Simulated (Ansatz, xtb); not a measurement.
# C4H4BrCl2F: which of two isomers lies lower

Structure I is `F[C@](Cl)(Br)C/C=C/Cl`, a singlet and structure II is `FC[C@H](Br)C=C(Cl)Cl`, a singlet. Both are isolated molecules in the gas phase, relaxed with r2SCAN-D4/def2-SVP; each stands in its lowest conformer found.

I (Å):

```xyz
12

C    -0.1665    0.8255   -0.3245
C     0.7469   -0.3953   -0.3140
C     0.0421   -1.6232    0.1735
C     0.4357   -2.2801    1.2694
Br    0.7847    2.3660   -1.1125
Cl   -0.7234    1.2467    1.3180
Cl   -0.3481   -3.7042    1.8546
F    -1.2480    0.5832   -1.0896
H     1.6323   -0.1616    0.2948
H     1.0808   -0.5293   -1.3582
H    -0.8255   -1.9746   -0.3950
H     1.2872   -1.9689    1.8832
```

II (Å):

```yaml
atoms:
  - { symbol: C, position_ang: [-0.7150, 0.6899, -0.2374] }
  - { symbol: C, position_ang: [-0.3177, 0.7544, 1.2272] }
  - { symbol: C, position_ang: [1.1193, 1.0304, 1.4299] }
  - { symbol: C, position_ang: [1.8879, 0.4485, 2.3673] }
  - { symbol: Br, position_ang: [-1.4140, 2.2241, 2.0264] }
  - { symbol: Cl, position_ang: [1.2953, -0.7167, 3.4969] }
  - { symbol: Cl, position_ang: [3.5621, 0.8264, 2.5398] }
  - { symbol: F, position_ang: [-0.0110, -0.3377, -0.8307] }
  - { symbol: H, position_ang: [-1.7956, 0.4962, -0.3356] }
  - { symbol: H, position_ang: [-0.4688, 1.6384, -0.7462] }
  - { symbol: H, position_ang: [-0.6377, -0.1493, 1.7624] }
  - { symbol: H, position_ang: [1.5977, 1.7706, 0.7804] }
```

Which of the two would you expect CCSD(T)/def2-SVP + ΔMP2/def2-TZVPP electronic energies to favour?

Too close to call at this level: CCSD(T)/def2-SVP + ΔMP2/def2-TZVPP gives E(II) − E(I) = +0.19 kcal/mol.

How the difference moves with the method:

| level | geometry | E(II) − E(I) (kcal/mol) | departure from the last row (kcal/mol) | job, with rough time for the two |
| --- | --- | --- | --- | --- |
| GFN2-xTB | GFN2-xTB | −5.37 | −5.56 | optimisation, 0.14 s |
| HF/STO-3G | GFN2-xTB | +7.49 | +7.30 | single point, 0.36 s |
| r2SCAN-D4/def2-SVP//GFN2-xTB | GFN2-xTB | +2.10 | +1.91 | single point, 1.6 s |
| r2SCAN-D4/def2-SVP | r2SCAN-D4/def2-SVP | +2.09 | +1.90 | optimisation, 26 s |
| HF/def2-SVP | r2SCAN-D4/def2-SVP | +0.08 | −0.11 | part of the CCSD(T) run |
| MP2/def2-SVP | r2SCAN-D4/def2-SVP | +0.56 | +0.37 | part of the CCSD(T) run |
| CCSD(T)/def2-SVP | r2SCAN-D4/def2-SVP | +0.96 | +0.77 | single point |
| CCSD(T)/def2-SVP + ΔMP2/def2-TZVPP | r2SCAN-D4/def2-SVP | +0.19 |  | single point, 44 s |

As drawn, both hold the same kinds of bond in the same numbers.

The largest departure from CCSD(T)/def2-SVP + ΔMP2/def2-TZVPP is that of HF/STO-3G, 7.30 kcal/mol. The last row adds to CCSD(T) the change of the MP2 difference between the two basis sets, here −0.77 kcal/mol.

With thermal terms from frequencies at re-optimised GFN2-xTB minima (ideal gas, soft modes damped towards free rotors, one conformer each, 298.15 K, 1 atm): on the last row, ΔE + ΔZPE = +0.71, ΔH = +0.64, ΔG = +0.50 kcal/mol.

The correlated steps freeze 24 core orbitals; the filled d shell of Br is correlated, in a basis made for valence electrons. Run with Ansatz 0.2.0, xtb 6.7.1; the last row on 4 threads of AMD EPYC 9R45 96-Core Processor (Zen 5) on a shared host.
